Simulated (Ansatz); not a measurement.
Calculated with Ansatz (gas phase, PBE0-D4/def2-TZVP geometries, no zero-point term in ΔE). CCSD(T)/CBS adds triple-zeta CCSD(T) − MP2 to the extrapolated MP2 energy (def2 sets, frozen cores). This one scheme is used for every species. Functionals use def2-TZVPP. Each species was taken in one conformer, which may not be the lowest.

Consider the cleavage of the B–Si bond: `C=C[SiH2]B(O)Cl` + H₂S → `OB(S)Cl` + `C=C[SiH3]`.

Problem. Is it downhill or uphill in electronic energy at CCSD(T)/CBS, and by how much? (Best estimate.)

Solution. Computed: Downhill: ΔE = -83.4 kJ/mol.

Problem. What do these levels give: PBE-D4, r2SCAN-D4, PBE0-D4, ωB97X-V, r2SCAN, PBE0? (Estimate.)

Solution. The calculation gave: PBE-D4 -79.9, r2SCAN-D4 -87.9, PBE0-D4 -83.1, ωB97X-V -84.1, r2SCAN -89.4, PBE0 -86.3 kJ/mol.

Largest T1 diagnostic among the species: 0.013.

The D4 term adds +4.7 kJ/mol with B3LYP and +3.3 kJ/mol with PBE0; it sums over pairs of atoms, weighted by their polarisabilities, and B3LYP, whose exchange is more repulsive, gets the larger term. In def2-TZVPP, CCSD(T) changes the Hartree–Fock value by +12.6 kJ/mol (the triples alone add +0.9 kJ/mol) and MP2 by +4.6 kJ/mol.

B3LYP here is the variant with VWN-RPA as its local correlation; programs differ in this.
